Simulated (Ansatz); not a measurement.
FRb, charge +1, doublet, at a GFN2-xTB geometry (such geometries of metal compounds can be far from the true shape) (a state made from the parent by changing its charge; the spin is typed, not shown lowest) (core potentials on Rb); PBE/def2-SV(P) (Ansatz, an electronic-structure program).

Ansatz was given this input:
Ansatz 0.2 input:
```yaml
crystal:
  periodic: [false, false, false]
  atoms:
    - {symbol: Rb, position_ang: [-0.00000000, -0.00000000, -0.54720189]}
    - {symbol: F, position_ang: [0.00000000, 0.00000000, 2.24960775]}
basis:
  gaussian:
    orbitals: def2-SV_P_.json
hamiltonian:
  xc: pbe
total_charge: 1
magnetization: {spin_polarized: true, initial_magnetization: 1}
```
The basis file holds def2-SV(P) in the JSON format of the Basis Set Exchange.

It wrote (shortened):

```
Functional definition: PBE
418 factors; their error is unknown
mean field evaluation 1: about -3319.7542 eV, gradient 8.6e1 eV
mean field evaluation 2: about -2971.3723 eV, gradient 1.6e2 eV
mean field evaluation 4: about -3337.1272 eV, gradient 6.6e1 eV
mean field evaluation 8: about -3359.8662 eV, gradient 4.2e-1 eV
mean field evaluation 16: about -3359.8576 eV, gradient 2.1e-5 eV
mean field evaluation 32: about -3359.8576 eV, gradient 1.4e-5 eV
mean field evaluation 64: about -3359.7054 eV, gradient 7.1e0 eV
mean field -3359.85755691 eV, -123.4724878232 hartree, gradient 1.7e-6 eV, S^2 0.751015; 7 other end points of the search recorded, 0 dependent functions left out
reference -3359.85765919 eV, -123.4724915820 hartree; 9, 8 occupied and 29, 30 virtual orbitals, 418 factors
Total energy: -3359.85765919 eV, -123.4724915820 hartree
```
